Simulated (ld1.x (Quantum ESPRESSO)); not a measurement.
Ranking PAW potentials for hydrogen (H)

All share these settings but for the change named:

| Quantity | Value |
| --- | --- |
| Element | hydrogen (H) |
| Generator | ld1.x (Quantum ESPRESSO) 7.5 |
| Type | PAW |
| Functional | PBEsol |
| Relativity | scalar-relativistic |
| Frozen core | none |
| Valence charge | 1 |
| Reference configuration | 1s1 |
| Partial waves | 1s (bound): rcut 1.35, rcutus 1.40 bohr; 1s channel at -0.1 Ry: rcut 1.35, rcutus 1.40 bohr; 2p channel at 0.2 Ry: rcut 0.90, rcutus 1.25 bohr; 2p channel at 2.05 Ry: rcut 0.90, rcutus 1.25 bohr |
| Local potential | all-electron potential smoothed inside 1.30 bohr (lloc = -1) |
| Core correction | none |
| Augmentation charge | PSQ, inside the norm-conserving radii |

Cutoff: the first of the cutoffs (Ry, on a coarse ladder) from which the occupation-weighted sum of valence levels, in a spherical-Bessel basis at the reference potential, stays within 10 and 1 mRy of its value at 400 Ry; the density cutoff is not measured.

The base gives 12 Ry.

Of 8 variants that were run, those that failed, showed a ghost or another fault, or gave nearly equal values are left out.

A variant can come out equal or close to the base.

Task: Rank these variants from softest to hardest (loose cutoff).
A. all radii scaled by about 0.94 (s 1.32, p 1.18 bohr, rcut 1.26/0.84); local potential all-electron potential smoothed inside 1.22 bohr (lloc = -1)
B. all radii scaled by about 0.83 (s 1.16, p 1.04 bohr, rcut 1.12/0.76); local potential all-electron potential smoothed inside 1.08 bohr (lloc = -1)
C. all radii scaled by about 1.12 (s 1.56, p 1.40 bohr, rcut 1.50/1.00); local potential all-electron potential smoothed inside 1.44 bohr (lloc = -1)
D. all radii scaled by about 1.37 (s 1.92, p 1.70 bohr, rcut 1.84/1.22); local potential all-electron potential smoothed inside 1.78 bohr (lloc = -1)
E. all radii scaled by about 0.75 (s 1.06, p 0.94 bohr, rcut 1.02/0.68); local potential all-electron potential smoothed inside 0.98 bohr (lloc = -1)

Result: D (8 Ry), C (10 Ry), A (12 Ry), B (15 Ry), E (18 Ry).
